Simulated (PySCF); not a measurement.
# One molecule, several mistakes: AlBCH6N cation

All numbers below are calculated, not measured. The program is PySCF 2.14.0, an open-source quantum chemistry code, run on an isolated molecule that a program drew, which may never have been made. The molecule is AlBCH6N cation (charge +1, singlet), drawn as the SMILES string `[CH3][AlH][B+]N`.

Each row is a Hartree-Fock (HF) and frozen-core CCSD(T) single point in the cc-pV(D+d)Z basis, meant for a local HF minimum. Run 1 is clean. Each other run has one planted mistake out of seven kinds, and not every kind appears here: one electron removed, one electron added, multiplicity raised by two, geometry at a saddle point, minimal basis STO-3G, one bond length entered in bohr, all coordinates scaled. The reference is restricted for singlets and unrestricted otherwise, and also for a bond in bohr. Adding or removing an electron swaps singlet and doublet. Electrons count all cores. HOMO and LUMO are orbital energies over both spins, the gradient is its largest component, and the lowest frequency (negative if imaginary) is given only where the gradient is small. Bond lengths are over the 9 bonds as drawn. T1 is the CCSD diagnostic: over 0.02 (restricted) or 0.045 (unrestricted) a single reference is doubtful.

Geometry of the clean run:
```xyz
10
AlBCH6N cation, angstrom
C     1.0655   -0.8413    2.5239
Al    0.1554   -0.2188    0.9321
B    -0.3977   -1.8442   -0.5065
N    -0.7347   -2.7930   -1.3725
H     1.3095   -0.0063    3.1855
H     0.4462   -1.5472    3.0877
H     1.9992   -1.3567    2.2744
H    -0.3206    1.1453    0.3443
H    -0.5368   -3.7715   -1.2242
H    -1.2129   -2.5991   -2.2401
```

```
run,electrons,basis functions,<S^2>,HOMO (eV),LUMO (eV),gradient (hartree/bohr),lowest frequency (cm^-1),mean bond (Å),longest bond (Å),T1,HF (hartree),CCSD(T) (hartree),mistake
1,36,95,0.000,-15.76,-3.80,8.2e-06,51,1.3741,2.240,0.0133,-362.20013,-362.69547,no fault
2,36,95,2.012,-10.16,-7.12,1.1e-01,-,1.3741,2.240,0.0301,-362.03144,-362.51631,multiplicity raised by two
3,36,95,0.000,-15.51,-3.85,3.7e-02,-,1.4345,2.338,0.0148,-362.18459,-362.68779,all coordinates scaled
4,36,95,0.000,-13.11,-4.57,2.8e-02,-,1.5955,4.233,0.0131,-362.11594,-362.61072,one bond length entered in bohr
5,37,95,0.771,-5.82,1.34,5.4e-02,-,1.3741,2.240,0.0141,-362.37245,-362.88164,one electron added
6,36,30,0.000,-14.24,0.04,3.7e-02,-,1.3741,2.240,0.0167,-357.88330,-358.10423,?
```

**Which mistake was planted in run 6, and what did it cost?**

It has 30 basis functions where the clean run has 95, with the same electrons and geometry. So the mistake is: minimal basis STO-3G. Subtracting run 1 and multiplying by 627.51 kcal/mol a hartree, the energy moved by 2708.9 kcal/mol in HF and 2881.0 kcal/mol in CCSD(T).

